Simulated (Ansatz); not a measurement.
Diatomic SiS, closed-shell singlet (the spin of the measured ground state).

D_e counts from the fitted minimum to each atom's lowest state at the same level, without counterpoise. The singlet is restricted.

Cores are frozen in the correlated methods. CBS: X⁻³ extrapolation of the correlation energy, Hartree–Fock from the larger set.

Codes used: Ansatz (a quantum-chemistry and plane-wave program). Each number belongs to the level named beside it.

PBE/def2-TZVPP gives 149.54 kcal/mol for the bond energy D_e.

Q: Predict the shift from PBE, with its sign, for: r2SCAN/def2-TZVPP, PBE0/def2-TZVPP, wB97M-V/def2-TZVPP, B2PLYP/def2-TZVPP, CCSD(T)/CBS(aug-cc-pV(T+d)Z, aug-cc-pV(Q+d)Z).

A: r2SCAN/def2-TZVPP -3.98; PBE0/def2-TZVPP -6.59; wB97M-V/def2-TZVPP -0.23; B2PLYP/def2-TZVPP -6.02; CCSD(T)/CBS(aug-cc-pV(T+d)Z, aug-cc-pV(Q+d)Z) -2.34 kcal/mol. 0 of 5 lie above PBE; the widest gap is to PBE0/def2-TZVPP.
